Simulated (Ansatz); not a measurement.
```yaml
crystal:
  periodic: [false, false, false]
  atoms:
    - {symbol: C, position_ang: [0.816736, 1.158062, 0.967988]}
    - {symbol: S, position_ang: [0.835223, 0.045234, -0.446795]}
    - {symbol: C, position_ang: [-0.470077, 0.778529, -1.446219]}
    - {symbol: Cu, position_ang: [0.115202, -1.857577, 0.236100]}
    - {symbol: O, position_ang: [-0.348343, -3.505940, 0.742408]}
    - {symbol: H, position_ang: [-0.165719, 1.175998, 1.438055]}
    - {symbol: H, position_ang: [1.550852, 0.781608, 1.679197]}
    - {symbol: H, position_ang: [1.104886, 2.159366, 0.645573]}
    - {symbol: H, position_ang: [-0.172554, 1.782520, -1.751310]}
    - {symbol: H, position_ang: [-1.411142, 0.808795, -0.898518]}
    - {symbol: H, position_ang: [-0.585829, 0.151361, -2.329233]}
    - {symbol: H, position_ang: [-1.192237, -3.533054, 1.196754]}
basis:
  gaussian: {orbitals: def2-SVP}
total_charge: 1
magnetization: {spin_polarized: true, initial_magnetization: 1}
hamiltonian: {xc: {name: TPSS}}
output: {forces: true}
```

```sh
$ ansatz run in.yaml --threads 4 --pin off --events-out ev --progress --plain --max-ram 11315MiB
```

Shortened log:

```
Error: YAML parse error: error: line 20 column 19: hamiltonian.xc: no functional is named "TPSS"; the names, which are not case-sensitive, are SVWN5, SPW92, PBE, PBE0, PBEsol, revPBE, revPBE0, RPBE, rPW86-PBE, HSE06, wPBEh, LC-wPBE, HISS, HF, BLYP, B3LYP, B3LYP5, BHLYP, CAM-B3LYP, r2SCAN, r2SCANh, r2SCAN0, r2SCAN50, m-r2SCAN, B97, wB97, wB97X, wB97X-V, B97M-V, wB97M-V, B2PLYP, B2GP-PLYP, PBE0-DH, PBE-QIDH
18 | total_charge: 1
19 | magnetization: {spin_polarized: true, initial_magnetization: 1}
20 | hamiltonian: {xc: {name: TPSS}}
21 | output: {forces: true}
```

Problem. Something in this input is off. What?

Solution. The method's name isn't one that the program takes here. The input was rejected before any iteration.

HSE06 is defined as in plane-wave codes.
